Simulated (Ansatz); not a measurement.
Basis sets compared for Li4H4 (relaxed from a model of (LiH)4 ring, whose bonding it doesn't keep). Charge 0, multiplicity 1. Geometry PBE0-D4/def2-TZVP. Ansatz on 4 threads of Arm Neoverse V2 on a shared host; times are rough, and most runs start from earlier orbitals.

```
atom    x (Å)    y (Å)    z (Å)
 Li1  -1.9272   0.2713  -0.8347
  H2  -1.2887  -1.1543  -1.4720
 Li3   0.2257  -1.7968  -1.1053
  H4   1.6342  -1.5630  -0.2106
 Li5   1.9309  -0.2664   0.8277
  H6   1.2898   1.1557   1.4703
 Li7  -0.2297   1.7912   1.1128
  H8  -1.6350   1.5623   0.2119
```

B3LYP takes the VWN-RPA correlation.

Binding counts from free atoms (Li doublet, H doublet) in the same basis, without a counterpoise term.

```csv
level,functions,energy (Eh),HOMO (eV),LUMO (eV),binding per atom (eV),wall time
HF/STO-3G,24,-31.6787,-9.47,3.06,1.87,0.1 s
HF/6-31G,44,-32.1335,-9.60,1.31,1.41,0.15 s
PBE-D4/def2-SVP,56,-32.3764,-5.40,-0.56,1.93,0.4 s
PBE-D4/def2-TZVP (with forces),80,-32.4019,-5.48,-0.83,1.89,0.5 s
r2SCAN-D4/def2-TZVP,80,-32.4826,-5.72,-0.35,1.92,0.9 s
B3LYP-D4/6-31G,44,-32.5460,-6.51,-0.51,1.98,0.4 s
B3LYP-D4/def2-TZVP,80,-32.5704,-6.53,-0.43,2.01,0.5 s
PBE0-D4/def2-SVP,56,-32.4026,-6.62,-0.04,1.92,0.45 s
PBE0-D4/def2-TZVP,80,-32.4260,-6.69,-0.24,1.88,0.55 s
```

Q: Estimate the rows for PBE-D4/def2-TZVPD, r2SCAN-D4/def2-TZVPD, PBE0-D4/def2-TZVPD.

A: 
```
               level  functions  energy (Eh)  HOMO (eV)  LUMO (eV)  binding per atom (eV)  wall time
   PBE-D4/def2-TZVPD        104     -32.4041      -5.45      -0.95                   1.90      0.7 s
r2SCAN-D4/def2-TZVPD        104     -32.4852      -5.68      -0.42                   1.93      1.2 s
  PBE0-D4/def2-TZVPD        104     -32.4286      -6.65      -0.43                   1.89      0.7 s
```
